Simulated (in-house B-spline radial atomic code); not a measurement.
Configurations of Cd²⁺, with energies counted from [Kr] 4d10. Level of theory: scalar-relativistic (X2C) B3LYP, spin-polarised, spherical fractional occupations, exact exchange averaged over the configuration, Fermi nucleus of rms radius 4.6087 fm; calculated with a radial B-spline atomic code at the basis-set limit. Shells without spins written out take the highest spin.

Occupations are held fixed; configurations that lie above the ionisation limit could autoionise.

| configuration | E - E(ref) (eV) | highest orbital | its <r> (bohr) |
| --- | --- | --- | --- |
| [Kr] 4d9 5s1 | 9.7488 | 5s up | 2.393 |
| [Kr] 4d9 5d1 | 25.482 | 5d up | 4.199 |
| [Kr] 4d9 4f1 | 29.575 | 4f up | 5.352 |
| [Ar] 3d10 4s2 4p5 4d10 5f1 | 90.199 | 5f up | 9.132 |
| [Ar] 3d9 4s2 4p6 4d10 5s1 | 404.61 | 5s up | 2.376 |
| [Ar] 3d9 4s2 4p6 4d10 4f1 | 424.63 | 4f up | 5.39 |

**Question.** Order these further configurations by energy, lowest first.
A. [Kr] 4d9 5f1
B. [Ar] 3d10 4s2 4p5 4d10 5d1
C. [Ar] 3d9 4s2 4p6 4d10 5p1
D. [Ar] 3d10 4s2 4p5 4d10 5p1
E. [Ar] 3d9 4s2 4p6 4d10 5d1

**Answer.** A (32.204 eV), D (74.894 eV), B (83.421 eV), C (411.87 eV), E (420.38 eV).

**Question.** How far above the reference does [Kr] 4d9 5p1 lie?

**Answer.** 16.986 eV; its least bound orbital is 5p up with <r> = 2.86 bohr.
